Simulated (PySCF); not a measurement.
PySCF input file for AsFH4O2Si, SMILES O[Si](O)(F)[AsH2], TDA-PBE/def2-SVPD. Geometry: B3LYP-D3(BJ)/def2-SVP. This is a generated structure with no PubChem entry under its InChIKey; it may be hypothetical. Other conformers were not sampled.

```python
import numpy as np
from pyscf import gto, scf, dft, tdscf

mol = gto.M(
    atom='''
    O    -0.85806686   -1.12191240    1.58289831
    Si   -0.80892388   -0.26502502    0.17897794
    O    -1.91325728    0.96167315    0.31165301
    F    -1.27039655   -1.19704415   -1.07610453
    As    1.37284775    0.47486717   -0.31801535
    H    -1.73082468   -1.24530570    1.97947458
    H    -2.18939176    1.40776475   -0.49783810
    H     1.60905447    0.86247442    1.14135589
    H     1.93628239   -0.92988849   -0.10564687
    ''',
    basis='def2-SVPD',
    charge=0,
    spin=0,
    max_memory=1600,
    verbose=4,
)
mf = dft.RKS(mol, xc='pbe').density_fit(auxbasis='def2-universal-jkfit')
mf.grids.level = 3
mf.conv_tol = 1e-9
mf.max_cycle = 100
mf.kernel()
mf.grids = dft.Grids(mol).set(level=1).build(with_non0tab=True)  # coarser grid for the response kernel
td = tdscf.TDA(mf)
td.singlet = True
td.nstates = 10
td.conv_tol = 1e-4
td.positive_eig_threshold = 1e-6
td.kernel(x0=td.get_init_guess(mf, 15))
td.analyze()
tt = tdscf.TDA(mf)
tt.singlet = False
tt.nstates = 4
tt.conv_tol = 1e-4
tt.positive_eig_threshold = 1e-6
tt.kernel(x0=tt.get_init_guess(mf, 9))
tt.analyze(verbose=3)
```

Output:

```
PySCF version 2.14.0

[INPUT] verbose = 4
[INPUT] num. atoms = 9
[INPUT] num. electrons = 76
[INPUT] charge = 0
[INPUT] spin (= nelec alpha-beta = 2S) = 0
[INPUT] symmetry False subgroup None
[INPUT] Mole.unit = angstrom
[INPUT] Symbol           X                Y                Z      unit          X                Y                Z       unit  Magmom
[INPUT]  1 O     -0.858066860000  -1.121912400000   1.582898310000 AA   -1.621511361966  -2.120107171753   2.991244288937 Bohr   0.0
[INPUT]  2 Si    -0.808923880000  -0.265025020000   0.178977940000 AA   -1.528644588821  -0.500824703957   0.338219288939 Bohr   0.0
[INPUT]  3 O     -1.913257280000   0.961673150000   0.311653010000 AA   -3.615532265030   1.817298874848   0.588938834796 Bohr   0.0
[INPUT]  4 F     -1.270396550000  -1.197044150000  -1.076104530000 AA   -2.400701549092  -2.262085602513  -2.033542843104 Bohr   0.0
[INPUT]  5 As     1.372847750000   0.474867170000  -0.318015350000 AA    2.594306258225   0.897368896847  -0.600961914908 Bohr   0.0
[INPUT]  6 H     -1.730824680000  -1.245305700000   1.979474580000 AA   -3.270784614838  -2.353286714360   3.740664826738 Bohr   0.0
[INPUT]  7 H     -2.189391760000   1.407764750000  -0.497838100000 AA   -4.137350805779   2.660289825317  -0.940777663374 Bohr   0.0
[INPUT]  8 H      1.609054470000   0.862474420000   1.141355890000 AA    3.040672267807   1.629840443243   2.156850042759 Bohr   0.0
[INPUT]  9 H      1.936282390000  -0.929888490000  -0.105646870000 AA    3.659043416918  -1.757234572485  -0.199643650218 Bohr   0.0

nuclear repulsion = 456.179115219703
number of shells = 67
number of NR pGTOs = 261
number of NR cGTOs = 163
basis = def2-SVPD
ecp = {}


******** <class 'pyscf.df.df_jk.DFRKS'> ********
method = DFRKS
initial guess = minao
damping factor = 0
level_shift factor = 0
DIIS = <class 'pyscf.scf.diis.CDIIS'>
diis_start_cycle = 1
diis_space = 8
diis_damp = 0
SCF conv_tol = 1e-09
SCF conv_tol_grad = None
SCF max_cycles = 100
direct_scf = False
XC library pyscf.dft.libxc version 7.1.2
    S. Lehtola, C. Steigemann, M. J. T. Oliveira, and M. A. L. Marques,  SoftwareX 7, 1–5 (2018)
XC functionals = pbe
    J. P. Perdew, K. Burke, and M. Ernzerhof,  Phys. Rev. Lett. 77, 3865 (1996)
    J. P. Perdew, K. Burke, and M. Ernzerhof,  Phys. Rev. Lett. 78, 1396 (1997)
    J. P. Perdew, K. Burke, and M. Ernzerhof,  Phys. Rev. Lett. 77, 3865 (1996)
    J. P. Perdew, K. Burke, and M. Ernzerhof,  Phys. Rev. Lett. 78, 1396 (1997)
radial grids:
    Treutler-Ahlrichs [JCP 102, 346 (1995); DOI:10.1063/1.469408] (M4) radial grids

becke partition: Becke, JCP 88, 2547 (1988); DOI:10.1063/1.454033
pruning grids: <function nwchem_prune>
grids dens level: 3
symmetrized grids: False
atomic radii adjust function: <function treutler_atomic_radii_adjust>
small_rho_cutoff = 0
Set gradient conv threshold to 3.16228e-05
Initial guess from minao.
tot grids = 121264
init E= -2776.55701951723
  HOMO = -0.293434537973582  LUMO = -0.0651965250372166  gap/eV = 6.21067
cycle= 1 E= -2776.72060518404  delta_E= -0.164  |g|= 1.15  |ddm|=  3.9
  HOMO = -0.124308204643697  LUMO = -0.0209284199579969  gap/eV = 2.81311
cycle= 2 E= -2775.80068686053  delta_E= 0.92  |g|= 2.42  |ddm|= 3.21
  HOMO = -0.232469779347777  LUMO = -0.0420798166800957  gap/eV = 5.18077
cycle= 3 E= -2776.95006866628  delta_E= -1.15  |g|= 0.192  |ddm|= 2.37
  HOMO = -0.253089050937884  LUMO = -0.0373585929395652  gap/eV = 5.87032
cycle= 4 E= -2776.95581138042  delta_E= -0.00574  |g|= 0.141  |ddm|= 0.394
  HOMO = -0.251262723989614  LUMO = -0.0379314501083581  gap/eV = 5.80504
cycle= 5 E= -2776.95934669265  delta_E= -0.00354  |g|= 0.0358  |ddm|= 0.14
  HOMO = -0.247643943464692  LUMO = -0.0375418346782816  gap/eV = 5.71717
cycle= 6 E= -2776.95956352377  delta_E= -0.000217  |g|= 0.00961  |ddm|= 0.0525
  HOMO = -0.2483579540559  LUMO = -0.0375905054482941  gap/eV = 5.73527
cycle= 7 E= -2776.95958747255  delta_E= -2.39e-05  |g|= 0.00236  |ddm|= 0.0177
  HOMO = -0.248299453846698  LUMO = -0.0376659184232304  gap/eV = 5.73163
cycle= 8 E= -2776.95958856122  delta_E= -1.09e-06  |g|= 0.00105  |ddm|= 0.0035
  HOMO = -0.248273412557298  LUMO = -0.0376709143635972  gap/eV = 5.73079
cycle= 9 E= -2776.95958876964  delta_E= -2.08e-07  |g|= 0.000218  |ddm|= 0.00107
  HOMO = -0.248279346053939  LUMO = -0.0376700975138635  gap/eV = 5.73097
cycle= 10 E= -2776.95958877842  delta_E= -8.78e-09  |g|= 5.49e-05  |ddm|= 0.000341
  HOMO = -0.24828310992385  LUMO = -0.0376732151204671  gap/eV = 5.73099
cycle= 11 E= -2776.95958877905  delta_E= -6.28e-10  |g|= 4.08e-05  |ddm|= 0.000162
  HOMO = -0.248280876448997  LUMO = -0.0376719005665485  gap/eV = 5.73096
cycle= 12 E= -2776.95958877963  delta_E= -5.82e-10  |g|= 3.86e-06  |ddm|= 6.58e-05
  HOMO = -0.248281109461155  LUMO = -0.0376720461019966  gap/eV = 5.73096
Extra cycle  E= -2776.95958877963  delta_E=    0  |g|= 5.74e-06  |ddm|= 1.42e-05
converged SCF energy = -2776.95958877963
tot grids = 39296
Overwritten attributes  positive_eig_threshold  of <class 'pyscf.tdscf.rks.TDA'>


******** <class 'pyscf.tdscf.rks.TDA'> for <class 'pyscf.df.df_jk.DFRKS'> ********
nstates = 10 singlet
deg_eia_thresh = 1.000e-03
wfnsym = None
conv_tol = 0.0001
eigh lindep = 1e-12
eigh level_shift = 0
eigh max_cycle = 100


Excitation energies (eV)
[5.84342074 6.39780254 6.6756639  6.89282115 7.02272098 7.20288269
 7.31731818 7.32838711 7.40393204 7.57031008]

** Singlet excitation energies and oscillator strengths **
Excited State   1:      5.84342 eV    212.18 nm  f=0.0870
      38 -> 39       -0.69511
Excited State   2:      6.39780 eV    193.79 nm  f=0.0156
      38 -> 40       -0.54908
      38 -> 41       -0.40826
Excited State   3:      6.67566 eV    185.73 nm  f=0.0518
      37 -> 39       -0.17340
      38 -> 40        0.32828
      38 -> 41       -0.48666
      38 -> 42        0.20814
      38 -> 43       -0.21504
Excited State   4:      6.89282 eV    179.87 nm  f=0.1069
      37 -> 39       -0.65332
      38 -> 42       -0.20688
Excited State   5:      7.02272 eV    176.55 nm  f=0.0381
      37 -> 39       -0.11875
      37 -> 40       -0.19157
      38 -> 40       -0.12025
      38 -> 42        0.56621
      38 -> 43        0.30938
Excited State   6:      7.20288 eV    172.13 nm  f=0.0027
      36 -> 39        0.68478
      37 -> 40        0.11527
Excited State   7:      7.31732 eV    169.44 nm  f=0.0870
      37 -> 40        0.15805
      37 -> 41       -0.42880
      37 -> 42        0.13178
      38 -> 40        0.12684
      38 -> 41       -0.11346
      38 -> 43        0.41289
      38 -> 44        0.11851
Excited State   8:      7.32839 eV    169.18 nm  f=0.0384
      36 -> 39        0.12555
      36 -> 40        0.10180
      37 -> 40       -0.38453
      37 -> 41        0.31310
      38 -> 41       -0.10164
      38 -> 42       -0.23727
      38 -> 43        0.32234
Excited State   9:      7.40393 eV    167.46 nm  f=0.0208
      36 -> 40       -0.18667
      37 -> 40        0.40537
      37 -> 41        0.34664
      38 -> 41       -0.10358
      38 -> 43        0.20876
      38 -> 44       -0.26306
Excited State  10:      7.57031 eV    163.78 nm  f=0.0020
      36 -> 40       -0.54398
      36 -> 41       -0.33805
      38 -> 44        0.24759

** Transition electric dipole moments (AU) **
state          X           Y           Z        Dip. S.      Osc.
  1        -0.5102     -0.4094      0.4237      0.6074      0.0870
  2        -0.1639      0.0071      0.2689      0.0992      0.0156
  3         0.4959      0.2334     -0.1280      0.3168      0.0518
  4        -0.7820     -0.1404      0.0433      0.6331      0.1069
  5        -0.1857      0.3022     -0.3094      0.2216      0.0381
  6         0.0803      0.0500      0.0783      0.0151      0.0027
  7         0.5486      0.2955     -0.3113      0.4852      0.0870
  8         0.4407      0.0185      0.1395      0.2141      0.0384
  9         0.1727      0.2644     -0.1217      0.1145      0.0208
 10        -0.0824     -0.0627     -0.0015      0.0107      0.0020

** Transition velocity dipole moments (imaginary part, AU) **
state          X           Y           Z        Dip. S.      Osc.
  1        -0.0875     -0.0673      0.0721      0.0174      0.0540
  2        -0.0232     -0.0109      0.0345      0.0019      0.0052
  3         0.0337      0.0167     -0.0118      0.0016      0.0042
  4        -0.1589     -0.0298     -0.0009      0.0261      0.0688
  5        -0.0108      0.0605     -0.0642      0.0079      0.0204
  6         0.0193      0.0011      0.0254      0.0010      0.0026
  7         0.0922      0.0598     -0.0632      0.0161      0.0398
  8         0.0710      0.0318      0.0047      0.0061      0.0150
  9         0.0455      0.0178     -0.0534      0.0052      0.0128
 10        -0.0244     -0.0098     -0.0012      0.0007      0.0017

** Transition magnetic dipole moments (imaginary part, AU) **
state          X           Y           Z
  1        -0.0317      0.2668      0.1271
  2        -0.3970      0.0803      0.0244
  3        -0.1122      0.1479      0.0063
  4         0.0217     -0.2986     -0.4293
  5         0.0217     -0.4262     -0.4593
  6         0.4958     -0.0094     -0.0106
  7         0.0248      0.0931     -0.1973
  8         0.0979      0.5508      0.4548
  9        -0.4182     -0.1021      0.0096
 10        -0.1367      0.3247     -0.1110


******** <class 'pyscf.tdscf.rks.TDA'> for <class 'pyscf.df.df_jk.DFRKS'> ********
nstates = 4 triplet
deg_eia_thresh = 1.000e-03
wfnsym = None
conv_tol = 0.0001
eigh lindep = 1e-12
eigh level_shift = 0
eigh max_cycle = 100


Excitation energies (eV)
[5.52801994 5.61105982 5.73473934 6.53519757]

** Triplet excitation energies and oscillator strengths **
Excited State   1:      5.52802 eV    224.28 nm  f=0.0000
Excited State   2:      5.61106 eV    220.96 nm  f=0.0000
Excited State   3:      5.73474 eV    216.20 nm  f=0.0000
Excited State   4:      6.53520 eV    189.72 nm  f=0.0000
```

The run converged.

Cost: about 50 core-seconds (a rough figure).
